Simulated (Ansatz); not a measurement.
System: OsO2, net charge 0, triplet state. The spin state was set by rule; other spins were not relaxed. 
Coordinates optimised at B3LYP-D3(BJ)/def2-TZVP (Ansatz, a quantum-chemistry and plane-wave program):
```
Os
O 1 1.6955
O 1 1.6955 2 133.07
```
Charge 0, spin multiplicity 3.

Property: atomisation energy (electronic, to ground-state atoms), in kcal/mol. Valence correlation only, unless marked. UHF or UKS for open shells. Spin-orbit coupling is left out. The frozen core is the preceding noble-gas configuration, with the filled d and f shells of earlier blocks. Past Kr the def2 sets carry scalar-relativistic core potentials. 

| level | program | atomisation energy (kcal/mol) |
|---|---|---|
| PBE-D4/def2-TZVPD | Ansatz + dftd4 | 301.7 |
| BLYP/def2-TZVPD | Ansatz | 286.5 |
| PBE0/def2-TZVP | Ansatz | 255.1 |
| r2SCANh/def2-TZVPD | Ansatz | 260.6 |
| CAM-B3LYP-D4/def2-TZVPD | Ansatz + dftd4 | 254.6 |
| CCSD(T)/def2-SVP | Ansatz | 228.2 |

The Hartree-Fock reference is unstable (checked in the largest basis), which strains HF and MP2. The T1 diagnostic of CCSD in the largest basis is 0.049, which is high, so the coupled-cluster rows are less sure than usual.
